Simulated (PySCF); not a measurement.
# CI: from constants to spectrum

r²SCAN constants of CI, ²Π (doublet), unpaired electrons π ↑ (basis C def2-SVPD, I def2-SVPD with ECP28; scalar-relativistic core potentials; PySCF 2.14; masses 12.0000 and 126.9045 u):

| Item | Value |
| --- | --- |
| ωe | 627.0 cm⁻¹ |
| ωexe | 3.1 cm⁻¹ |
| Be | 0.36671 cm⁻¹ |
| αe | 0.00275 cm⁻¹ |
| De to C + I | 3.08 eV |

Q: What force constant and bond length do these constants imply?

A: Reduced mass μred = 10.963 u; k = 5.8918×10⁻⁷·μred·ωe² (u, cm⁻¹, mdyn/Å) = 2.54 mdyn/Å; Re = √(16.8576/(μred·Be)) (u, cm⁻¹, Å) = 2.048 Å.

Q: Estimate the centrifugal constant D from the Kratzer relation and find the Dunham coefficient a1.

A: D = 4Be³/ωe² = 5.02e-07 cm⁻¹; a1 = −1 − αeωe/(6Be²) = -3.14.

Spin–orbit coupling is left out, which matters for elements this heavy, above all for dissociation energies. The state was picked by a PBE0 search and need not be the measured ground state.
